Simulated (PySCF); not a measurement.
Several molecules and their computed UV-vis stick spectra, shuffled. Method: TDDFT wB97X-D/def2-SVPD, vertical, gas phase, core orbitals frozen in the response, def2 core potentials past Kr in PySCF 2.14.0, density-fitted response routines. Geometries: PBE0-D3(BJ)/def2-SVP; one conformer of each isolated species. Triplets are in the Tamm–Dancoff approximation. Atoms past krypton carry core potentials; spin–orbit coupling is left out.

A. `[Cl][Al]([Cl])[I]`
B. `[CH3][GeH2][Cl]`
C. `CC(=S)CCB(F)F`

Lowest singlet levels (six at most, fewer where fewer were computed) with oscillator strengths:

1. 378 nm (f 0.000); 222 nm (f 0.056); 213 nm (f 0.163); 189 nm (f 0.005); 184 nm (f 0.010); 173 nm (f 0.046); T1 2.93 eV
2. 224 nm (f 0.018); 218 nm (f 0.022); 218 nm (f 0.000); 201 nm (f 0.040); 177 nm (f 0.001); 176 nm (f 0.018); T1 5.19 eV
3. 173 nm (f 0.020); 173 nm (f 0.022); 150 nm (f 0.017); 150 nm (f 0.011); 145 nm (f 0.044); 144 nm (f 0.003); T1 6.75 eV

Question: Match each spectrum to its molecule.

Answer: 1 = C, 2 = A, 3 = B.
- A: S1 at 5.53 eV, HOMO→LUMO (94%); Löwdin shares by element: HOMO iodine 86%, chlorine 9%, aluminium 6%; LUMO aluminium 48%, chlorine 26%, iodine 26%; HOMO -10.03 and LUMO -0.12 eV; point group C2v, 1 of its 6 listed states under f = 0.0005.
- B: S1 at 7.17 eV, HOMO→LUMO (82%), HOMO→LUMO+1 (12%); Löwdin shares by element: HOMO chlorine 62%, carbon 15%, germanium 12%; LUMO germanium 39%, chlorine 24%, hydrogen 23% or more; HOMO -10.43 and LUMO 1.45 eV; point group Cs.
- C: S1 at 3.28 eV, HOMO→LUMO (98%); S1 has the pattern of n→π* at C=S; HOMO -9.35 and LUMO -0.90 eV.
